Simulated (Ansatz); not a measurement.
A search over several starts for the lowest SCF solution of the cluster Mg3Cl4⁺ at the given spin, in a small basis.

```yaml
crystal:
  periodic: [false, false, false]
  atoms:
    - {symbol: Mg, position_ang: [-1.194637, 0.807826, 1.131914]}
    - {symbol: Mg, position_ang: [0.706264, -1.546924, 0.683661]}
    - {symbol: Mg, position_ang: [0.683683, 1.030347, -2.515111]}
    - {symbol: Cl, position_ang: [0.887580, 0.305233, 2.161477]}
    - {symbol: Cl, position_ang: [-1.667914, -1.491353, 0.762324]}
    - {symbol: Cl, position_ang: [1.550012, -1.110324, -1.408517]}
    - {symbol: Cl, position_ang: [-0.964999, 2.005185, -0.815747]}
basis:
  gaussian: {orbitals: def2-SVP, initial_orbitals: start.molden}
total_charge: 1
magnetization: {spin_polarized: true, initial_magnetization: 1}
hamiltonian: {xc: pbe, dispersion: d4}
output: {orbitals: {seedname: orbitals}}
```

The file start.molden holds the orbitals of an earlier run on this structure, at another level or in another basis.

```sh
$ ansatz run in.yaml --threads 4 --pin off --events-out ev --progress --plain --max-ram 4787MiB
```

Shortened log:

```
Functional definition: PBE
1317 factors; their error is unknown
mean field evaluation 1: about -66351.3855 eV, gradient 1.1e2 eV
mean field evaluation 2: about -66365.9799 eV, gradient 1.7e1 eV
mean field evaluation 4: about -66375.5269 eV, gradient 2.6e0 eV
mean field evaluation 8: about -66375.5214 eV, gradient 9.9e-4 eV
mean field evaluation 16: about -66375.6158 eV, gradient 9.1e-2 eV
mean field -66375.52139675 eV, -2439.2554203863 hartree, gradient 1.1e-5 eV, S^2 0.750566; 2 other end points of the search recorded, 0 dependent functions left out
reference -66375.52146329 eV, -2439.2554228315 hartree; 52, 51 occupied and 74, 75 virtual orbitals, 1317 factors
Total energy: -66375.83760198 eV, -2439.2670407143 hartree
```

It took 6.5 s on 4 threads of Arm Neoverse V1 on a shared host.

The structure comes from a short search, and lower isomers may exist.
